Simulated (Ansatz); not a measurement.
ClH₄SiSn (`[SiH3][SnH][Cl]`) radical. Total charge 0; spin multiplicity 2. Sn takes the def2 core potential.

Z-matrix (Å, degrees):
```
Si
Sn 1 2.592
H 1 1.483 2 107.6
H 1 1.486 2 108.4 3 118.8
H 1 1.486 2 110.7 3 -120.5
Cl 2 2.356 1 104.2 3 61.7
H 2 1.728 1 115.2 3 173.8
```

(1) What are the harmonic wavenumbers in cm⁻¹ at PBE0-D4/def2-TZVP (Ansatz, finite differences of forces, unscaled)? (Best estimate.)

(2) Is this a minimum?

(3) Give the ideal-gas thermochemistry at 298.15 K and 1 bar (rigid rotor, harmonic oscillator; point group C1, symmetry number 1).

## Answers

(1) Ansatz gave: 69, 75, 281, 344, 355, 462, 506, 556, 834, 929, 933, 1840, 2216, 2236, 2250.

(2) Yes, all 15 modes are real.

(3) Zero-point energy 83.1 kJ/mol; H(298) − E = 102.4 kJ/mol; entropy 355.9 J/(mol·K), of which translation 174.0, rotation 115.7, vibration 60.4, electronic 5.8; G(298) − E = -3.8 kJ/mol. Modes under 100 cm⁻¹ are hindered rotations or soft bends, so the harmonic entropy is rough.
